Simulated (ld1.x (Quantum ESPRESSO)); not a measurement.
## u(r) = r·R(r): atom against pseudo-atom (Cu)

Columns: radius, all-electron u(r) and pseudo u(r) of the 4p shell (level -0.72 eV) of copper in the configuration [Ar] 3d10 4s1 4p0; BLYP, scalar-relativistic, PAW scheme, ld1.x (Quantum ESPRESSO) 7.5.

```csv
r (bohr),all-electron,pseudo
0.222,0.0263,0.0055
0.445,-0.1156,0.0218
0.668,-0.1118,0.0478
0.890,-0.0346,0.0819
1.112,0.0558,0.1220
1.335,0.1389,0.1662
1.558,0.2092,0.2119
1.780,0.2664,0.2565
2.002,0.3124,0.2982
2.225,0.3487,0.3356
2.448,0.3768,0.3672
2.670,0.3979,0.3924
2.892,0.4132,0.4111
3.115,0.4237,0.4238
3.338,0.4300,0.4312
3.560,0.4329,0.4341
3.782,0.4328,0.4336
4.005,0.4302,0.4305
4.228,0.4256,0.4256
4.450,0.4192,0.4192
4.672,0.4114,0.4114
4.895,0.4024,0.4024
5.118,0.3924,0.3924
5.340,0.3816,0.3816
5.562,0.3704,0.3704
5.785,0.3587,0.3587
```

How many radial nodes do the two functions have?

The all-electron 4p function has n − l − 1 = 2; the pseudo-wave has 0, since the states of the same l below it are removed with the core.

At about which radius was the pseudo-wave matched?

4.45 bohr. The columns agree to 0.0005 from 4.00 bohr on; several derivatives are matched, so the curves merge somewhat inside the radius.

Where does each function peak?

Outermost all-electron maximum near 3.56 bohr, pseudo maximum near 3.56 bohr (to the table’s step).

Is the pseudo-wave norm-conserving?

No, it belongs to a PAW set: the norm inside the radius is not constrained, and the difference is carried by the augmentation charge.
